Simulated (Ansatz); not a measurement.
**Relaxing a trial structure of COSSi**

The starting geometry of this gas-phase singlet was optimised with GFN2-xTB.

```yaml
atoms:
  - { symbol: C, position_ang: [0.1035, -0.3580, -1.5511] }
  - { symbol: O, position_ang: [0.8599, -0.1349, -2.4412] }
  - { symbol: S, position_ang: [-0.0522, -1.7286, -0.4242] }
  - { symbol: Si, position_ang: [-1.3719, 0.0820, -0.4384] }
```

Question: Predict what becomes of its bonds when it is optimised with PBE0-D4/def2-TZVP.

Answer: It falls apart into SSi + CO. Distances that change by over a tenth: S3–Si4 (2.24 → 1.93 Å). Contacts that open: C1–S3 (1.78 → 3.82 Å), C1–Si4 (1.90 → 3.39 Å).

The energy falls by 0.49 eV over 28 steps:

```csv
step,E − E(last) (eV)
1,0.485
4,0.355
7,0.347
10,0.305
13,0.255
16,0.035
19,0.007
22,0.000
25,0.000
28,0.000
```

Final geometry (Å):

```xyz
4

C     0.3917    0.4331   -2.3751
O     1.2529    0.0665   -2.9950
S    -0.5359   -2.1356    0.2913
Si   -1.5694   -0.5035    0.2237
```

No frequencies were run, so the end isn't proven a minimum. Run with Ansatz 0.2.0, 44 s on 2 threads of Arm Neoverse V2, with other jobs on the host.
